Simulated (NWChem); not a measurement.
System: LiOH; SMILES [Li][OH]

NWChem input:

```
start job
memory heap 200 mb stack 900 mb global 1100 mb
geometry units angstroms noautosym nocenter noautoz
  Li    -0.768097    -0.718737    -0.660743
  O      0.191656     0.179366     0.164872
  H      0.780758     0.730534     0.671627
end
basis spherical
  * library pcsseg-3
end
dft
  xc b3lyp
  iterations 150
end
property
  shielding
end
task dft property
```

The geometry was optimised at PBE0/def2-SVP.

GIAO values for the isolated, static molecule; σ is the absolute isotropic shielding.

Atoms are numbered as in the input.

Question: What results follow from this input? (B3LYP/pcSseg-3, GIAO.) Quantities: basis functions; σ Li1 (ppm); σ O2 (ppm); σ H3 (ppm).

Answer: 
```
Property                   Value
-------------------------  -----
number of basis functions    145
σ Li1 (ppm)                 88.4
σ O2 (ppm)                 307.3
σ H3 (ppm)                 32.84
```
